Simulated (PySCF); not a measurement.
Dipole response of Mg (magnesium, neutral)

[Ne] 3s2, closed-shell 1S. All numbers are calculated (PySCF 2.14, scalar relativity by spin-free X2C-1e, in aug-cc-pVTZ-DK (6s5p3d2f, 50 functions)). Coupled (time-dependent) response in atomic units; α is the mean over directions.

| method | mean α (bohr³) | C₆ (like pair) | S(−4) |
| --- | --- | --- | --- |
| UHF | 80.89 | 756.2 | 3487 |
| PBE | 73.82 | 656.9 | 2943 |
| PBE0 | 74.82 | 672.4 | 2992 |
| BP86 | 73.00 | 646.1 | 2876 |
| PW91 | 73.42 | 651.1 | 2916 |

S(−4) is the Cauchy moment in α(ω) = α(0) + S(−4) ω² + …

Reference α: 71.2 ± 0.4 bohr³ (recommended; Schwerdtfeger and Nagle, table of static dipole polarizabilities (2023 update)). Published C₆: 626.0 (Chu and Dalgarno (2004); Tang, Norbeck and Certain (1976)).

Hartree-Fock lies above the reference because it lacks correlation, which contracts the outer shell.

α(iu) at PBE0:

```json
{"u (hartree)": "0", "α(iu) (bohr³)": "74.82"}
{"u (hartree)": "0.0500", "α(iu) (bohr³)": "68.03"}
{"u (hartree)": "0.100", "α(iu) (bohr³)": "53.57"}
{"u (hartree)": "0.200", "α(iu) (bohr³)": "29.19"}
{"u (hartree)": "0.300", "α(iu) (bohr³)": "16.77"}
{"u (hartree)": "0.500", "α(iu) (bohr³)": "7.259"}
{"u (hartree)": "0.750", "α(iu) (bohr³)": "3.558"}
{"u (hartree)": "1.00", "α(iu) (bohr³)": "2.143"}
{"u (hartree)": "1.50", "α(iu) (bohr³)": "1.067"}
{"u (hartree)": "2.00", "α(iu) (bohr³)": "0.6590"}
{"u (hartree)": "3.00", "α(iu) (bohr³)": "0.3343"}
{"u (hartree)": "5.00", "α(iu) (bohr³)": "0.1366"}
```

A single London oscillator, α(iu) = α/(1 + u²/ω²), gives C₆ = (3/4) ω α². Matching the computed C₆ needs ω = 4 × 672.4 / (3 × 74.82²) = 0.160 hartree.
